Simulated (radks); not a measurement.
Neutral copper inside a hard spherical wall (all orbitals vanish at R), configuration held at [Ar] 3d10 4s1 and not refilled when levels cross. Method: scalar-relativistic Kohn-Sham, LDA (Slater exchange, Perdew-Wang correlation), spin-polarised, spherical densities, finite nucleus; open shells are filled with parallel spins first; Fermi nuclear charge, rms radius 3.8823 fm; computed with a radial shooting solver on a logarithmic mesh with Libxc functionals. Eigenvalues in eV for spin up, with the zero of energy where the potential of the charges vanishes at infinity; a dash marks a level that is unbound or too diffuse for the functional's potential to be trusted. A positive occupied level is held by the wall or, in an anion where self-interaction has pushed it up, behind a barrier. The pressure on the wall is -dE/dV.

| R (bohr) | E (hartree) | kinetic (hartree) | e(3s) | e(3p) | e(3d) | e(4s) | e(4p, empty) | e(5s, empty) | pressure (GPa) |
|---|---|---|---|---|---|---|---|---|---|
| free | -1652.26350 | 1676.125 | -114.07 | -71.962 | -5.336 | -5.180 | -0.985 | -0.007 | 0 |
| 20 | -1652.26350 | 1676.125 | -114.07 | -71.962 | -5.336 | -5.180 | -0.984 | 0.146 | < 0.0001 |
| 12 | -1652.26349 | 1676.125 | -114.07 | -71.960 | -5.334 | -5.178 | -0.947 | 0.894 | 0.000231 |
| 10 | -1652.26337 | 1676.126 | -114.06 | -71.948 | -5.322 | -5.167 | -0.859 | 1.727 | 0.00377 |
| 8 | -1652.26203 | 1676.137 | -113.96 | -71.855 | -5.233 | -5.079 | -0.530 | 3.838 | 0.0639 |
| 6 | -1652.24773 | 1676.221 | -113.39 | -71.282 | -4.689 | -4.464 | 0.832 | 10.274 | 1.22 |
| 5 | -1652.21044 | 1676.398 | -112.40 | -70.298 | -3.759 | -3.267 | 2.888 | 18.544 | 6.16 |
| 4 | -1652.07117 | 1676.965 | -109.86 | -67.796 | -1.380 | 0.222 | 8.024 | 37.052 | 38.0 |
| 3 | -1651.44000 | 1679.208 | -102.68 | -60.776 | 5.557 | 12.405 | 23.782 | 87.176 | 340 |
| 2 | -1647.08594 | 1693.639 | -77.952 | -36.253 | 32.514 | 74.596 | 94.500 | 276.48 | 6650 |
